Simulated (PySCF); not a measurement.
Delta-SCF ions had no search for a lower state. Excitations are Tamm–Dancoff values on a coarser integration grid. The basis has no diffuse functions, so Rydberg states are missing or too high.

Z-matrix (Å, degrees):
```
Sn
N 1 2.0365
H 2 1.0181 1 113.07
H 2 1.0187 3 107.40 1 124.64
N 1 2.0365 2 113.28 3 50.72
H 5 1.0181 1 113.06 2 64.95
H 5 1.0187 6 107.40 1 -124.64
N 1 2.0365 2 113.28 3 -64.97
H 8 1.0181 1 113.06 2 -50.74
H 8 1.0187 9 107.40 1 -124.64
N 1 2.0365 2 102.09 3 172.88
H 11 1.0181 1 113.06 2 172.90
H 11 1.0187 12 107.40 1 124.64
```
Charge 0, multiplicity 1.

Question: Give the vertical ionisation energy (Delta-SCF), S1–T1 gap (TDA) and brightest of the four lowest singlets (TDA) at the level PySCF 2.14.0 with PBE0-D4/def2-TZVP // PBE0-D4/def2-SVP.

Answer: 
vertical ionisation energy (Delta-SCF): 8.96 eV
S1–T1 gap (TDA): 0.63 eV
brightest of the four lowest singlets (TDA): 5.82 eV
